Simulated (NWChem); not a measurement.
System: CH₂BNO; SMILES BN=C=O

Output (shortened):

```
             Northwest Computational Chemistry Package (NWChem) 7.3.0
             --------------------------------------------------------

 C2V symmetry detected

                             Geometry "geometry" -> ""
                             -------------------------

 Output coordinates in angstroms (scale by  1.889725989 to convert to a.u.)

  No.       Tag          Charge          X              Y              Z
 ---- ---------------- ---------- -------------- -------------- --------------
    1 B                    5.0000     0.00000000     0.00000000    -1.94366150
    2 H                    1.0000     0.00000000     1.05486473    -2.53217278
    3 H                    1.0000     0.00000000    -1.05486473    -2.53217278
    4 N                    7.0000     0.00000000     0.00000000    -0.53881682
    5 C                    6.0000     0.00000000     0.00000000     0.65904615
    6 O                    8.0000     0.00000000     0.00000000     1.82501173

 Effective nuclear repulsion energy (a.u.)      89.4701891996

      Symmetry information
      --------------------

 Group name             C2v
 Group number             16
 Group order               4
 No. of unique centers     5

                                 NWChem DFT Module
                                 -----------------

 Summary of "ao basis" -> "ao basis" (spherical)
 ------------------------------------------------------------------------------
       Tag                 Description            Shells   Functions and Types
 ---------------- ------------------------------  ------  ---------------------
 B                         def2-svpd                 8       20   4s2p2d
 H                         def2-svpd                 4        8   2s2p
 N                         def2-svpd                 8       20   4s2p2d
 C                         def2-svpd                 8       20   4s2p2d
 O                         def2-svpd                 9       23   4s3p2d

      Symmetry analysis of basis
      --------------------------

        a1         47
        a2         10
        b1         19
        b2         23

[...]

                                NWChem TDDFT Module
                                -------------------

            General Information
            -------------------
           No. of orbitals :     198
            Alpha orbitals :      99
             Beta orbitals :      99
        Alpha frozen cores :       0
         Beta frozen cores :       0
     Alpha frozen virtuals :       0
      Beta frozen virtuals :       0
         Spin multiplicity :       1
    Number of AO functions :      99
        Use of symmetry is : off
      Symmetry adaption is : on
         Schwarz screening :  0.10D-07

              XC Information
              --------------
              Hartree-Fock (Exact) Exchange   1.00
            CAM-Becke88 Exchange Functional   1.00
               VWN V Correlation Functional   0.19 local
       Lee-Yang-Parr Correlation Functional   0.81
           Alpha           :  0.19
           Beta            :  0.46
           Gamma           :  0.33

             TDDFT Information
             -----------------
          Calculation type : Tamm-Dancoff TDDFT
         Wavefunction type : Restricted singlets
          No. of electrons :      28
           Alpha electrons :      14
            Beta electrons :      14
              No. of roots :       6
          Max subspacesize :    5200
            Max iterations :     100
               Target root :       1
           Target symmetry : none
      Symmetry restriction : off
                 Algorithm : Optimal
        Davidson threshold :  0.10D-03

    6 smallest eigenvalue differences (eV)
--------------------------------------------------------
  No. Spin  Occ  Vir  Irrep   E(Occ)    E(Vir)   E(Diff)
--------------------------------------------------------
    1    1   14   15 a2       -0.358    -0.034     8.812
    2    1   13   15 a1       -0.411    -0.034    10.257
    3    1   14   16 b2       -0.358     0.032    10.609
    4    1   14   17 b2       -0.358     0.064    11.471
    5    1   12   15 a2       -0.464    -0.034    11.704
    6    1   14   18 a1       -0.358     0.084    12.021
--------------------------------------------------------

  Entering Davidson iterations
  Restricted singlet excited states

  Iter   NTrls   NConv    DeltaV     DeltaE      Time
  ----  ------  ------  ---------  ---------  ---------
    1      6       0     0.25E+00   0.10+100       26.4
    2     12       0     0.70E-01   0.71E-01       26.2
    3     18       0     0.59E-01   0.17E-01       26.4
    4     24       0     0.18E-01   0.75E-02       25.2
    5     30       1     0.53E-01   0.64E-02       25.9
    6     35       2     0.12E-01   0.34E-02       25.3
    7     39       4     0.29E-02   0.19E-03       24.9
    8     41       5     0.72E-03   0.13E-04       19.6
    9     42       5     0.18E-03   0.66E-06       14.7
   10     43       6     0.37E-04   0.28E-07       13.5
  ----  ------  ------  ---------  ---------  ---------
  Convergence criterion met

  Ground state a1       -193.935177938227 a.u.

  ----------------------------------------------------------------------------
  Root   1 singlet a2             0.169159969 a.u.                4.6031 eV
  ----------------------------------------------------------------------------
     Transition Moments    X -0.00000   Y  0.00000   Z -0.00000
     Dipole Oscillator Strength                    0.0000000000
     Electric Quadrupole                           0.0000000172
     Magnetic Dipole                               0.0000015730
     Total Oscillator Strength                     0.0000015902

[...]
```

Level: CAM-B3LYP/def2-SVPD, TDA. Structure relaxed at the PBE0/def2-SVP level.

Task: Reconstruct the input file.

Result: One answer among several that fit: the input that was run:
```
start job
memory heap 200 mb stack 900 mb global 1100 mb
geometry units angstroms noautoz
  B     -0.788637    -1.641358     0.628345
  H     -0.192715    -2.304074     1.443668
  H     -1.864823    -1.981816     0.198211
  N     -0.215418    -0.444010     0.168599
  C      0.273054     0.577004    -0.223576
  O      0.748575     1.570819    -0.605266
end
basis spherical
  * library def2-svpd
end
dft
  xc xcamb88 1.00 lyp 0.81 vwn_5 0.19 hfexch 1.00
  cam 0.33 cam_alpha 0.19 cam_beta 0.46
  iterations 150
end
tddft
  cis
  nroots 6
  notriplet
end
task tddft energy
```
